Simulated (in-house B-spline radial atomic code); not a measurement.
## Ionising Te VIII (Te7+) with different functionals

Computed with a radial B-spline atomic code at the basis-set limit: scalar-relativistic (spin-free X2C) Hamiltonian, Fermi nucleus of rms radius 4.7423 fm, spin-polarised at highest spin, spherical fractional occupations for the functionals, and exact exchange of hybrids averaged over the configuration. The ionisation energy is the difference of two self-consistent energies, [Kr] 4d9 → [Kr] 4d8, without Breit or QED terms; ε is the level of the shell that loses the electron (its least bound occupied spin orbital). There is no spin-orbit coupling in this Hamiltonian.

| method | rung | ΔSCF (eV) | -ε(4d) (eV) |
| --- | --- | --- | --- |
| PBE0 | global hybrid | 146.24 | 138.35 |
| B3LYP | global hybrid | 146.22 | 137.69 |
| TPSSh | global hybrid | 146.17 | 136.40 |
| BHandHLYP | global hybrid | 146.06 | 141.32 |
| r2SCAN0 | global hybrid | 146.52 | 138.72 |
| B97-1 | global hybrid | 146.19 | 137.75 |
| HSE06 | range-separated hybrid | 146.20 | 137.89 |
| wB97X | range-separated hybrid | 146.00 | 140.58 |
| CAM-B3LYP | range-separated hybrid | 146.15 | 139.67 |
| LC-wPBE | range-separated hybrid | 146.18 | 140.70 |

Q: Among the functionals, which spreads more, the ΔSCF values or the orbital energies?

A: The orbital energies: ΔSCF values span about 0.51 eV and the orbital energies 4.92 eV; here energy differences depend much less on the functional than eigenvalues do.

Q: How do they compare with the NIST value?

A: NIST lists 143 eV ± 2.1 (tabulated theory, ground level to ground level). Errors run from +3.00 to +3.52 eV; all lie within about twice that uncertainty, so the table can't rank the methods.
